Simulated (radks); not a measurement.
Spherical quantum dot in the effective-mass picture: electrons in a parabolic well V = omega^2 r^2 / 2 with omega = 0.532, with a point charge +2 (a donor) at the centre, all in effective atomic units (hartree* = m*/eps^2 hartree, bohr* = eps/m* bohr), one dielectric constant everywhere. Method: non-relativistic Kohn-Sham, PBEsol, spin-polarised, spherical densities; computed with a radial shooting solver with Libxc functionals. Levels are named by radial order and angular momentum (1s, 1p, 1d, 2s, ...), and open shells are averaged over m. Results are scaled to m* = 0.132 and eps = 5.7, for which hartree* = 110.6 meV and bohr* = 2.285 nm.

N = 14, configuration 1s2 1p6 1d(up 4, down 0) 2s2. This is the lowest configuration that the search found. Occupied and some empty levels:

| level | occupation | eigenvalue (meV) | <r> (nm) |
|---|---|---|---|
| 1s up | 1 | 469.06 | 2.382 |
| 1s down | 1 | 469.55 | 2.323 |
| 1p up | 3 | 547.87 | 6.121 |
| 2s up | 1 | 549.88 | 6.212 |
| 1p down | 3 | 553.45 | 6.026 |
| 2s down | 1 | 555.64 | 6.199 |
| 1d up | 4 | 582.88 | 7.139 |
| 1d down | 0 | 589.46 | 7.114 |
| 1f up | 0 | 620.06 | 7.856 |
| 2p up | 0 | 626.04 | 6.743 |
| 1f down | 0 | 626.88 | 7.870 |
| 2p down | 0 | 630.26 | 6.790 |
| 1g up | 0 | 660.11 | 8.460 |
| 1g down | 0 | 666.78 | 8.500 |

Energy (meV): total 4060.25, kinetic 977.58, external -154.40, Hartree 3785.8, exchange-correlation -548.74.
